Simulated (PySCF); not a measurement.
B(H)(Me)(OMe) (C2H7BO), SMILES COBC. Atoms are numbered in the order given.

```xyz
11

B     -0.4530    -0.5278     0.0000
H     -1.6526    -0.3025     0.0000
C      0.1143    -1.9860     0.0000
H     -0.2629    -2.5377     0.8782
H     -0.2629    -2.5377    -0.8782
H      1.2131    -2.0247     0.0000
O      0.3946     0.5195     0.0000
C     -0.0335     1.8557     0.0000
H      0.3613     2.3676    -0.8915
H      0.3613     2.3676     0.8915
H     -1.1337     1.9316     0.0000
```
Charge 0, spin multiplicity 1.

The structure is a stationary point at PBE0-D3(BJ)/def2-SVP. One conformer was computed; it need not be the lowest.

Two levels are set side by side: PBE/pcSseg-1 (PySCF) and KT2/pcSseg-1 (PySCF). GIAO shifts against BF3 (¹¹B), H2O (¹⁷O), TMS (¹H), TMS (¹³C) at the same level; non-relativistic, no solvent, atoms listed together averaged. Differences are taken from unrounded values.

```tsv
quantity	KT2
δ(¹¹B) of B1 (ppm)	35.9
δ(¹H) of H2 (ppm)	5.53
δ(¹³C) of C3 (ppm)	8.8
δ(¹H) of H4, H5, H6 (ppm)	0.70
δ(¹⁷O) of O7 (ppm)	197.8
δ(¹³C) of C8 (ppm)	65.3
```

**Question.** What does PBE give, and how far is it from KT2? (An estimate is asked for; the answer gives what the named calculation found.)

**Answer.** 
```json
[
 {"quantity": "δ(¹¹B) of B1 (ppm)", "PBE": "38.1", "PBE minus KT2": "2.2"},
 {"quantity": "δ(¹H) of H2 (ppm)", "PBE": "5.66", "PBE minus KT2": "0.13"},
 {"quantity": "δ(¹³C) of C3 (ppm)", "PBE": "9.4", "PBE minus KT2": "0.6"},
 {"quantity": "δ(¹H) of H4, H5, H6 (ppm)", "PBE": "0.74", "PBE minus KT2": "0.04"},
 {"quantity": "δ(¹⁷O) of O7 (ppm)", "PBE": "210.4", "PBE minus KT2": "12.6"},
 {"quantity": "δ(¹³C) of C8 (ppm)", "PBE": "66.6", "PBE minus KT2": "1.3"}
]
```

Rough cost on one machine, each run with all the roots and properties that it gave: KT2 against PBE within a factor of 2.
